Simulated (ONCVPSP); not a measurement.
**Configuration tests for iron (ONCV)**

- Element: Fe
- Generator: ONCVPSP 4.0.1
- Type: optimised norm-conserving Vanderbilt (ONCV)
- Functional: PBEsol
- Relativity: scalar-relativistic
- Frozen core: [Ne]
- Valence charge: 16
- Reference configuration: 3s2 3p6 3d6 4s2
- Partial waves: 3s+4s: rc 1.10 bohr, ncon 4, nbas 8, qcut 9.1 1/bohr, 2 projectors; 3p: rc 1.40 bohr, ncon 4, nbas 9, qcut 8.9 1/bohr, 2 projectors, debl 1 Ha; 3d: rc 1.15 bohr, ncon 4, nbas 9, qcut 9 1/bohr, 1 projector
- Local potential: polynomial inside 0.80 bohr (lpopt 5, dvloc0 0 Ha)
- Core correction: Teter function, fcfact 1.75, rcfact 1.5

In the p channel the program set the typed energies aside and used -2.202, 0.250 Ha.

Energies are relative to the spin-unpolarised reference configuration 3s2 3p6 3d6 4s2; without spin polarisation the order of configurations can differ from experiment.

```json
{"valence configuration": "3s2 3p6 3d6 4s1", "charge": "+1", "ΔE all-electron (eV)": "8.745", "error AE − PS (meV)": "0.0"}
{"valence configuration": "3s2 3p6 3d5 4s0", "charge": "+3", "ΔE all-electron (eV)": "59.049", "error AE − PS (meV)": "-9.0"}
{"valence configuration": "3s2 3p6 3d4 4s0", "charge": "+4", "ΔE all-electron (eV)": "112.099", "error AE − PS (meV)": "+70"}
```

**Question.** What are ΔE and the potential's error for 3s2 3p6 3d6 4s0?

**Answer.** ΔE = 24.862 eV all-electron; the error (AE − PS) is +1.9 meV.

Levels in the configuration 3s2 3p6 3d4 4s0:

```tsv
level	all-electron (eV)	pseudo (eV)
3s	-152.153	-152.225
3p	-117.775	-117.799
3d	-63.335	-63.151
```
